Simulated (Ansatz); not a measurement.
**Molecular dynamics of CH$_{6}$AlNSi**

input.yaml

```yaml
crystal:
  periodic: [false, false, false]
  atoms:
    - { symbol: C, position_ang: [-1.589637, 0.304783, -0.340708] }
    - { symbol: Si, position_ang: [-0.304088, -0.831271, 0.502083] }
    - { symbol: "N", position_ang: [1.145329, 0.029973, 1.160021] }
    - { symbol: Al, position_ang: [1.835208, -0.019836, -0.436383] }
    - { symbol: H, position_ang: [-1.902997, -0.150471, -1.293228] }
    - { symbol: H, position_ang: [-2.485323, 0.383248, 0.29339] }
    - { symbol: H, position_ang: [-1.235454, 1.325346, -0.54383] }
    - { symbol: H, position_ang: [0.272227, -1.903309, -0.383465] }
    - { symbol: H, position_ang: [1.228406, 0.216876, 2.149473] }
    - { symbol: H, position_ang: [3.119327, 0.593561, -1.104355] }
basis:
  gaussian: { orbitals: def2-SVP }
hamiltonian:
  xc: cam_b3lyp
  dispersion: d4
md:
  timestep: 0.5
  n_steps: 200
  ensemble: nve
  temperature: 100.0
  initial_velocities: maxwell_boltzmann
  seed: 11454
```

Command:

```bash
$ ansatz run input.yaml --threads 2 --pin off --max-ram 3072MiB --backend cpu --events-out ev --progress --plain --runs-dir out
```

It starts at the highest image of a converged band. Of that band: The profile has 3 maxima (images 2, 5, 8) with wells between them (images 4, 7): this band takes more than one step, which may be the mechanism or a detour left from its start path. Neighbouring images differ by up to 1.3 eV, so the band resolves the path poorly. A vibrational analysis at the climbing image gives one clearly imaginary mode, 743i cm⁻¹: a first-order saddle point.

Output, in part (step lines, the closing report, with atoms numbered from 0):

```
md step     0: t =     0.00 fs  T =   100.0 K  F+E_penalty+E_count = -17090.17880936 eV  E_kin = 0.103408 eV  conserved = -17090.07540136 eV  (29 SCF iters)
md step     1: t =     0.50 fs  T =    98.4 K  F+E_penalty+E_count = -17090.17708951 eV  E_kin = 0.101720 eV  conserved = -17090.07536927 eV  (27 SCF iters)
md step     2: t =     1.00 fs  T =    93.9 K  F+E_penalty+E_count = -17090.17237935 eV  E_kin = 0.097082 eV  conserved = -17090.07529737 eV  (28 SCF iters)
md step     3: t =     1.50 fs  T =    87.6 K  F+E_penalty+E_count = -17090.16578326 eV  E_kin = 0.090575 eV  conserved = -17090.07520776 eV  (28 SCF iters)
md step     4: t =     2.00 fs  T =    80.8 K  F+E_penalty+E_count = -17090.15869534 eV  E_kin = 0.083571 eV  conserved = -17090.07512397 eV  (27 SCF iters)
md step     5: t =     2.50 fs  T =    74.8 K  F+E_penalty+E_count = -17090.15242841 eV  E_kin = 0.077364 eV  conserved = -17090.07506466 eV  (28 SCF iters)
md step     6: t =     3.00 fs  T =    70.5 K  F+E_penalty+E_count = -17090.14791702 eV  E_kin = 0.072878 eV  conserved = -17090.07503917 eV  (28 SCF iters)
md step     7: t =     3.50 fs  T =    68.2 K  F+E_penalty+E_count = -17090.14556947 eV  E_kin = 0.070524 eV  conserved = -17090.07504559 eV  (27 SCF iters)
[... lines left out ...]
Total energy: -17091.37049967 eV, -628.0962809159 hartree
Atom 0 at    -1.699852     0.186330    -0.329600 Å, force     0.385862     0.153357    -0.954554 eV/Å
Atom 1 at    -0.768311    -0.763455     0.980302 Å, force     1.876001    -0.286391     0.468564 eV/Å
Atom 2 at     0.993136    -0.534545     0.516507 Å, force     0.259901     0.771882    -0.076785 eV/Å
Atom 3 at     2.354272     0.220598    -0.547414 Å, force    -1.498998    -0.423984     0.811488 eV/Å
Atom 4 at    -2.059734    -0.506214    -1.126009 Å, force     0.301756     0.235767     0.100889 eV/Å
Atom 5 at    -2.589860     0.733791    -0.010323 Å, force    -0.178245     0.003400     0.437560 eV/Å
Atom 6 at    -0.980477     0.913060    -0.739855 Å, force    -0.240256     0.005930    -0.429888 eV/Å
Atom 7 at     1.588824     0.710382    -1.799885 Å, force     0.395222     0.365248    -0.722633 eV/Å
Atom 8 at     1.604098    -0.794739     1.292352 Å, force    -0.567915    -0.679875     0.593509 eV/Å
Atom 9 at     3.901696     0.339593    -0.040655 Å, force    -0.733328    -0.145334    -0.228150 eV/Å
Dipole moment:     0.267109     0.120968    -0.130586 e Å
```

The steps, from the saved trajectory:

```
time (fs)  T (K)  potential energy less start (eV)  conserved less start (meV/atom)
      0.0    100                             0.000                             0.00
      3.0     70                             0.031                             0.04
      6.0     79                             0.022                             0.03
      9.0    115                            -0.015                             0.02
     12.0    156                            -0.058                             0.05
     15.0    304                            -0.211                             0.04
     18.0    571                            -0.486                             0.02
     21.0    837                            -0.764                            -0.10
     24.0    745                            -0.666                             0.04
     27.0    731                            -0.653                            -0.07
     30.0    576                            -0.493                             0.01
     33.0    434                            -0.345                             0.06
     36.0    581                            -0.497                             0.02
     39.0    824                            -0.750                            -0.11
     42.0    694                            -0.614                             0.04
     45.0    782                            -0.706                            -0.06
     48.0    854                            -0.780                            -0.06
     51.0    720                            -0.641                             0.04
     54.0    784                            -0.707                             0.04
     57.0   1060                            -0.993                            -0.05
     60.0   1158                            -1.094                             0.00
     63.0   1223                            -1.162                            -0.06
     66.0   1104                            -1.038                            -0.05
     69.0    797                            -0.721                             0.04
     72.0    783                            -0.705                             0.06
     75.0   1055                            -0.988                            -0.11
     78.0   1014                            -0.945                             0.04
     81.0   1157                            -1.094                            -0.08
     84.0   1183                            -1.120                            -0.05
     87.0   1037                            -0.969                             0.05
     90.0   1216                            -1.154                             0.01
     93.0   1494                            -1.443                            -0.15
     96.0   1256                            -1.195                             0.04
     99.0   1210                            -1.148                            -0.04
```

The run went to its last step. The conserved energy stayed within 0.16 meV per atom of its start (net change -0.085 meV per atom), so the integration is sound. The system heated up, since it started high on the potential surface and ran downhill. A run of 0.1 ps of so small a system gives no equilibrium averages. The orbitals stay closed-shell, which can raise the energy where a bond breaks towards radicals; this wasn't checked here.

The step under study would form Al4–H8 and break Si2–H8. These pairs go: Al4–H8 2.45 → 1.55 Å, Si2–H8 1.51 → 3.93 Å. In the last frame they stand as after the step (other bonds may differ from the relaxed reactants and products). Also parted: Si2–Al4 2.47 → 3.61 Å. It ends as one piece, CH6AlNSi. Pairs count as bonded within 1.25 times the sum of covalent radii (0.12 Å more for H–H).

Last frame:

```xyz
10
Properties=species:S:1:pos:R:3
C -1.700 0.186 -0.330
Si -0.768 -0.763 0.980
N 0.993 -0.534 0.516
Al 2.354 0.221 -0.547
H -2.060 -0.506 -1.126
H -2.590 0.734 -0.010
H -0.981 0.913 -0.740
H 1.589 0.710 -1.800
H 1.604 -0.795 1.292
H 3.902 0.340 -0.041
```

Run time: 7.5 min on 2 threads of Arm Neoverse V1, on a shared host, peak memory 0.22 GiB.
